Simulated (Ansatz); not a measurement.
Input for Ansatz (development build ahead of 0.2.0):

```yaml
crystal:
  periodic: [false, false, false]
  atoms:
    - { symbol: H, position_ang: [1.6362, 0.0, 0.0] }
    - { symbol: H, position_ang: [1.32371, 0.95221, 0.0] }
    - { symbol: H, position_ang: [0.50561, 1.54071, 0.0] }
    - { symbol: H, position_ang: [-0.50561, 1.54071, 0.0] }
    - { symbol: H, position_ang: [-1.32371, 0.95221, 0.0] }
    - { symbol: H, position_ang: [-1.6362, 0.0, 0.0] }
    - { symbol: H, position_ang: [-1.32371, -0.95221, 0.0] }
    - { symbol: H, position_ang: [-0.50561, -1.54071, 0.0] }
    - { symbol: H, position_ang: [0.50561, -1.54071, 0.0] }
    - { symbol: H, position_ang: [1.32371, -0.95221, 0.0] }
basis:
  gaussian: { orbitals: def2-SVP }
hamiltonian:
  xc: hf
```

The input is written out in the form of the current development build from the run's settings.

Results

| Quantity | Value |
| --- | --- |
| Converged | yes |
| Total energy | -5.39308 hartree |
| Spin squared of the determinant | 0.000 |

Caution: stretched shape with no unrestricted run beside it, a lower state can exist.
